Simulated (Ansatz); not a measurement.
`C[N]([GeH3])[InH2]` → C• + Ge• + 8 H• + In• + N•  (atomization)

Isolated molecules relaxed with PBE0-D4/def2-TZVP in Ansatz; ΔE leaves out vibrations. CBS: MP2 limit from def2 TZ/QZ plus the TZ coupled-cluster correction, frozen cores. This one scheme is used for every species, atoms too. DFT in def2-TZVPP. HSE06 is defined as in plane-wave codes. Open shells (•) are unrestricted, without spin–orbit coupling. Spin–orbit coupling would lower the free atoms: a little for C; clearly for Ge; strongly for In. def2 core potentials past Kr. Bonds to Ge, In are less sure, by a few kJ/mol each and by 10 to 20 or more in all where they break to atoms, as the def2 sets lack core-valence functions. Scalar relativity is left out up to krypton.

`C[N]([GeH3])[InH2]`:

Z-matrix (Å, degrees):
```
C
N 1 1.453
H 1 1.099 2 112.2
H 1 1.095 2 111.2 3 119.7
H 1 1.099 2 112.2 3 -120.5
Ge 2 1.835 1 114.8 3 60.3
In 2 2.030 1 121.3 3 -119.8
H 6 1.546 2 110.3 1 -59.4
H 6 1.537 2 107.7 1 -179.9
H 6 1.546 2 110.3 1 59.5
H 7 1.709 2 115.8 1 180.0
H 7 1.715 2 112.2 1 -0.0
```

What is ΔE at CCSD(T)/CBS? (Best estimate.)

Computed: +3509.2 kJ/mol.

What do these levels give: r2SCAN-D4, B97M-V, r2SCAN0-D4, revPBE, BLYP, r2SCANh, HSE06, BHLYP, CAM-B3LYP, LC-ωPBE, HF/def2-QZVPP, HF/CBS(def2)? (Best estimate.)

Ansatz gave: r2SCAN-D4 3478.2, B97M-V 3519.7, r2SCAN0-D4 3435.8, revPBE 3344.1, BLYP 3393.2, r2SCANh 3453.3, HSE06 3435.3, BHLYP 3365.6, CAM-B3LYP 3480.2, LC-ωPBE 3468.0, HF/def2-QZVPP 2456.5, HF/CBS(def2) 2457.4 kJ/mol.

Largest T1 diagnostic among the species: 0.015.

At CCSD(T), def2-SVP lies −223.4 kJ/mol from the extrapolated value and def2-TZVPP −81.9 kJ/mol: correlation converges slowly with the basis, and small sets miss more of it in the bonded molecule than in its fragments. From r2SCAN to r2SCAN0 (25 % exact exchange), in def2-TZVPP and without D4, ΔE moves by −43.7 kJ/mol: exact exchange takes away binding that semilocal exchange gives to molecules. In def2-TZVPP, CCSD(T) changes the Hartree–Fock value by +975.8 kJ/mol (the triples alone add +49.6 kJ/mol) and MP2 by +956.8 kJ/mol; breaking electron pairs costs correlation energy, which Hartree–Fock lacks.

For atomizations the MP2-based limit and the directly extrapolated one differ by several kJ/mol either way, and by 10 to 25 for some Ge, Se and Sn compounds, so smaller differences from it don't rank the levels.
